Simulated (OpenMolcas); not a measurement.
## Ar5+: from RASSCF to RASPT2

| Property | Result |
| --- | --- |
| Program | OpenMolcas 26.06 |
| Basis | ANO-RCC-VQZP [6s5p3d2f1g] |
| Scalar Hamiltonian | DKH2, point nucleus |
| Active space | 1 electron in 9 orbitals (RAS2 3p; RAS3 3d 4s, at most 1 electron) |
| State averaging | 2S+1 = 2 odd, 3 roots; 2S+1 = 2 even, 5 roots |
| Spin-orbit coupling | state interaction with AMFI integrals over the reference wave functions, term energies averaged over their components |

Methods on the same reference wave functions:
A. RASSCF
B. SS-RASPT2, IPEA 0.25 Eh, imaginary shift 0.1 Eh (closed shells correlated: 2s 2p 3s)

Energies in cm-1 above 3s2 3p 2P* 1/2, the measured ground level; measured values from Saloman, J. Phys. Chem. Ref. Data 39, 033101 (2010).

| Level | A | B | Measured |
| --- | --- | --- | --- |
| 3s2 3p 2P* 1/2 | 0.0 | 0.0 | 0.0 |
| 3s2 3p 2P* 3/2 | 2056 | 2060 | 2208 |
| 3s2 3d 2D 3/2 | 225890 | 213860 | 218596 |
| 3s2 3d 2D 5/2 | 225951 | 213920 | 218656 |

Deviations, from unrounded energies. A percentage is the sum of absolute deviations over the sum of measured energies, with the sign that they share, or ± where signs differ.

```json
{"Against measurement": "mean absolute deviation (cm-1)", "Levels": "3", "A": "4900", "B": "3200"}
{"Against measurement": "fine structure of the ground term (%)", "Levels": "1", "A": "-6.9", "B": "-6.9"}
{"Against measurement": "other configurations (%)", "Levels": "2", "A": "+3.3", "B": "-2.2"}
```

B lies closest to measurement on these levels. The largest miss of B in the table is 3s2 3d 2D 3/2, by -4700 cm-1. The ranking rests on the paired levels alone, and a cruder setting can come out closer through cancelling errors.

The lowest spin-free term lies below A's lowest term by 0.136 hartree in B.

Term energies are means over components that CASPT2 splits; among the terms shown or strongly mixed into the levels shown the widest spread is 17 cm-1 (3s2 3d 2D, B). Over all roots computed the reference weight is 0.90 to 0.98 in B; the roots of lowest weight are the least certain, and an intruder state may touch them. ANO sets are built for valence states and can reach diffuse excited orbitals poorly, and with the s shell closed the s pⁿ⁺¹ terms that mix with these levels are absent. With one active electron the reference holds no correlation, so core polarisation is missing (holds for A). With one active electron, CASPT2 adds the correlation within the correlated inactive shells and between them and that electron, and leaves the splitting within a term as the reference gives it (holds for B). Computed and measured levels are paired by configuration, term and J; levels that our copy of the source lacks, or whose pairing is in doubt (as where it misses far off the trend of its configuration), stay unpaired and out of the deviations. Levels of configurations outside the active space are missing.

* marks odd parity.
